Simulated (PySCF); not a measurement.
Compound: vinyldifluoroborane, C2H3BF2.
Geometry (PBE0-D3(BJ)/def2-SVP, Å), atoms numbered from 1 in this order:
```
atom  x, y, z in Å
C1    -1.129    0.371   -0.225
C2    -0.235   -0.492    0.276
B3     1.256   -0.104    0.410
F4     2.156   -0.937    0.901
F5     1.691    1.087    0.034
H6    -0.825    1.371   -0.551
H7    -2.191    0.124   -0.330
H8    -0.567   -1.486    0.595
```

Lines to be assigned: B 1s: 199.26 eV; C 1s: 290.88 (area 1), 291.33 (area 1) eV; F 1s: 693.40 eV.

Theory: delta-SCF UKS SCAN, pcX-2 on the ionised atom, pcseg-1 elsewhere, spin-free X2C (PySCF 2.14.0). Isolated species at its PBE0-D3(BJ)/def2-SVP geometry, gas phase.

Which carbon gives which C 1s line?

290.88 eV: C2 (alkene CH carbon); 291.33 eV: C1 (terminal =CH2 carbon). The listed C 1s values span 0.45 eV, from C2 (bonded to C (double bond), H and B) to C1 (bonded to C (double bond) and 2 H).

Bonded neighbours of each site: C1: C (double bond) and 2 H; C2: C (double bond), H and B; B3: 2 F and C; F4/F5: B.

Which photon energy gives electrons from F 1s of F4/F5 a kinetic energy of 200 eV, and what is their de Broglie wavelength?

hν = 693.40 + 200 = 893.40 eV, recoil neglected; λ = 12.264 Å/√(E/eV) = 0.87 Å.

Topologically equivalent atoms share the value of their first member; where this conformer doesn't relate them by symmetry, their own values could differ.
